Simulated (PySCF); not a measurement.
silylarsine (H₅AsSi), singlet, geometry from GFN2-xTB. Base run: TPSS/def2-SVP (PySCF).

The PySCF input:
```python
from pyscf import gto, scf, dft

mol = gto.Mole()
mol.atom = '''
    Si   -1.49296222    0.17053097    0.31614310
    As    0.75371282   -0.07592101   -0.21903957
    H    -2.29367511   -0.77990177   -0.46688108
    H    -1.93901103    1.52536083   -0.03432123
    H    -1.81909019   -0.04494677    1.73089424
    H     0.88634284   -1.32044560    0.60966261
    H     1.19438155    0.73789324    0.96294779
'''
mol.basis = 'def2-svp'
mol.verbose = 4
mol.build()

mf = dft.RKS(mol)
mf.xc = 'tpss'
mf.kernel()
mf.analyze()
```

Each row names what was changed in the base input (with any setting that the change needs).

```json
[
 {"change": "base", "ΔE vs base (mEh)": "0.000", "fitting functions": "-", "dipole (D)": "0.43"},
 {"change": "auxbasis = even-tempered beta=3.0", "ΔE vs base (mEh)": "-5.260", "fitting functions": "404", "dipole (D)": "0.43"},
 {"change": "auxbasis = def2-svp-ri", "ΔE vs base (mEh)": "-9261.3", "fitting functions": "259", "dipole (D)": "0.36"},
 {"change": "auxbasis = autoaux", "ΔE vs base (mEh)": "-0.039", "fitting functions": "597", "dipole (D)": "0.43"},
 {"change": "auxbasis = cc-pvtz-ri", "ΔE vs base (mEh)": "-9248.7", "fitting functions": "438", "dipole (D)": "0.36"},
 {"change": "auxbasis = cc-pvtz-jkfit", "ΔE vs base (mEh)": "-0.084", "fitting functions": "478", "dipole (D)": "0.43"},
 {"change": "auxbasis = default (with mf = mf.density_fit())", "ΔE vs base (mEh)": "-0.471", "fitting functions": "164", "dipole (D)": "0.43"},
 {"change": "auxbasis = cc-pvdz-jkfit", "ΔE vs base (mEh)": "-0.135", "fitting functions": "398", "dipole (D)": "0.43"},
 {"change": "auxbasis = def2-universal-jfit", "ΔE vs base (mEh)": "-0.471", "fitting functions": "164", "dipole (D)": "0.43"},
 {"change": "auxbasis = def2-tzvp-ri", "ΔE vs base (mEh)": "-8835.5", "fitting functions": "347", "dipole (D)": "0.36"}
]
```

A fitting set is made for a task (jfit for Coulomb, jkfit for Coulomb and exchange, ri for correlation) and for a family of orbital bases.
